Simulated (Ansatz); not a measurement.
Consider the homolysis of the Si–Si bond: `F[SiH2]N[SiH2][SiH3]` → `[SiH3]`• + `F[SiH2]N[SiH2]`•.

Calculated with Ansatz (gas phase, PBE0-D4/def2-TZVP geometries, no zero-point term in ΔE). CCSD(T)/CBS is the MP2 limit (def2-TZVPP, def2-QZVPP) plus CCSD(T) − MP2 in def2-TZVPP, frozen cores. This one scheme is used for every species. DFT in def2-TZVPP. B3LYP here is the variant with VWN-RPA as its local correlation; programs differ in this. Open shells (•) are unrestricted, without spin–orbit coupling. One conformer a species, not always the lowest.

CCSD(T)/CBS gives +330.3 kJ/mol.

Another level gave +298.2 kJ/mol. Which?
A. CCSD/def2-TZVPP
B. PBE0/def2-TZVPP
C. B3LYP/def2-TZVPP
D. ωB97X-V/def2-TZVPP

C. B3LYP 298.2, ωB97X-V 333.7, CCSD/def2-TZVPP 312.7, PBE0 308.6 kJ/mol.

Largest T1 diagnostic among the species: 0.015.

From PBE to PBE0 (25 % exact exchange), in def2-TZVPP and without D4, ΔE moves by +4.6 kJ/mol. In def2-TZVPP, CCSD(T) changes the Hartree–Fock value by +83.6 kJ/mol (the triples alone add +5.8 kJ/mol) and MP2 by +84.0 kJ/mol; breaking electron pairs costs correlation energy, which Hartree–Fock lacks.
